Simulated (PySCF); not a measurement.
Isomers C$_{7}$H$_{9}$NO:

A. `C=C1C[C@@H](NC=O)C1=C`
B. `c1(O)cccc(NC)c1`
C. `NC(C(C(C=C)=C)=C)=O`

Spectrum 1. ¹H NMR (300 MHz, computed): δ 7.29 (m, 1H), 6.45 (d, 1H), 6.15 (d, 1H), 5.68 (s, 1H), 4.08 (br s, 1H), 3.10 (br s, 1H), 2.90 (s, 3H). ¹³C{¹H} NMR (computed): δ 165.2 (C), 154.9 (C), 136.2 (CH), 110.0 (CH), 107.6 (CH), 96.8 (CH), 31.8 (CH3).

Spectrum 2. ¹H NMR (300 MHz, computed): δ 6.77 (m, 1H), 5.96 (br s, 1H), 5.88 (m, 1H), 5.73 (br s, 1H), 5.62 (br s, 1H), 5.62 (m, 1H), 5.43 (br, 1H), 5.37 (br s, 1H), 4.61 (br, 1H). ¹³C{¹H} NMR (computed): δ 172.5 (C), 153.3 (C), 152.9 (C), 146.4 (CH), 127.1 (CH2), 125.0 (CH2), 125.0 (CH2).

Spectrum 3. ¹H NMR (300 MHz, computed): δ 8.21 (d, 1H), 5.83 (br s, 1H), 5.82 (br s, 1H), 5.54 (m, 1H), 5.44 (br s, 1H), 5.31 (br s, 1H), 4.62 (br, 1H), 3.25 (m, 1H), 2.41 (m, 1H). ¹³C{¹H} NMR (computed): δ 159.9 (C), 159.4 (CH), 151.2 (C), 114.0 (CH2), 113.5 (CH2), 45.6 (CH), 41.2 (CH2).

Level of theory: geometry from GFN2-xTB, GIAO PBE0/pcSseg-1 shieldings, in PySCF 2.14.0 with density-fitted response routines (non-relativistic, no solvent, single conformer, averaged over atoms made equivalent by symmetry, fast rotation or ring inversion).

Referencing at the same level of theory: TMS for ¹H (31.72 ppm) and ¹³C (186.93 ppm). Where no couplings were computed, multiplicities follow the n + 1 count of equivalent neighbours, and m marks all less simple cases (inequivalent or close neighbours, rings, F or P nearby). Acid and N–H amide carbonyl carbons lie up to 10 ppm further downfield in solution (hydrogen bonding). Shifts are as computed. Against solution values, carbons near 30 ppm lie about +3 ppm off and those near 130 ppm about +5 ppm (rms about the fit 2.1 ppm; single classes can miss by 10 ppm). Of 1328 compounds with measured shifts, 309 miss one by over three times the rms of a fit or turn the order of signals round; such compounds aren't used in these exercises. Signals without a measured value on file couldn't be tested in this way; 1H shifts scatter by 0.2 ppm about their fit, and single ones miss by 0.5 ppm. Groups on amide-type nitrogens are kept apart (slow C–N rotation). OH and NH positions are gas-phase values without hydrogen bonding to other molecules.

Question: Which spectrum belongs to which compound?

Answer: 1–B, 2–C, 3–A.

- Spectrum 1 (B): 7 ¹³C signals; δC 165.2 is an aromatic carbon bearing oxygen; δC 154.9 is an aromatic carbon bearing nitrogen.
- Spectrum 2 (C): 7 ¹³C signals; δC 172.5 is an amide carbonyl carbon; δC 153.3 is an α carbon of a C=C–C=O unit.
- Spectrum 3 (A): 7 ¹³C signals; δC 159.9 is a fully substituted alkene carbon; δC 159.4 is an amide carbonyl carbon.
